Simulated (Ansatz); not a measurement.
`CSB(N)F` + `[OH][GeH3]` → `NB(F)[O][GeH3]` + CH₃SH  (ligand exchange at a B–S bond)

Gas-phase electronic energies from Ansatz, PBE0-D4/def2-TZVP geometries. CCSD(T)/CBS is the MP2 limit (def2-TZVPP, def2-QZVPP) plus CCSD(T) − MP2 in def2-TZVPP, frozen cores. This one scheme is used for every species. Functionals use def2-TZVPP. B3LYP here is the variant with VWN-RPA as its local correlation; programs differ in this. For Ge outer-core shells are correlated without core-valence functions, which leaves a few kJ/mol of doubt a bond. Scalar relativity is left out up to krypton. One conformer a species, not always the lowest.

| level | ΔE (kcal/mol) | difference from CCSD(T)/CBS |
| --- | --- | --- |
| PBE-D4 | -14.0 | 2.9 |
| r2SCAN-D4 | -16.0 | 0.9 |
| PBE0-D4 | -15.5 | 1.4 |
| ωB97X-V | -17.0 | -0.1 |
| ωB97M-V | -17.4 | -0.5 |
| B2PLYP | -17.6 | -0.7 |
| PBE0 | -15.7 | 1.2 |
| B3LYP | -17.8 | -0.9 |
| HF/def2-TZVPP | -22.2 | -5.3 |
| MP2/def2-TZVPP | -16.6 | 0.3 |
| CCSD/def2-TZVPP | -18.7 | -1.8 |
| CCSD(T)/def2-TZVPP | -17.8 | -0.9 |
| MP2/def2-QZVPP | -16.2 | 0.7 |
| SCS-MP2/def2-QZVPP | -17.3 | -0.4 |
| MP2/CBS(def2) | -15.7 | 1.2 |
| CCSD/CBS(def2) | -17.9 | -1.0 |
| CCSD(T)/CBS | -16.9 | 0 |

Largest T1 diagnostic among the species: 0.012.

From PBE to PBE0 (25 % exact exchange), in def2-TZVPP and without D4, ΔE moves by −1.4 kcal/mol. In def2-TZVPP, CCSD(T) changes the Hartree–Fock value by +4.4 kcal/mol (the triples alone add +0.9 kcal/mol) and MP2 by +5.6 kcal/mol.
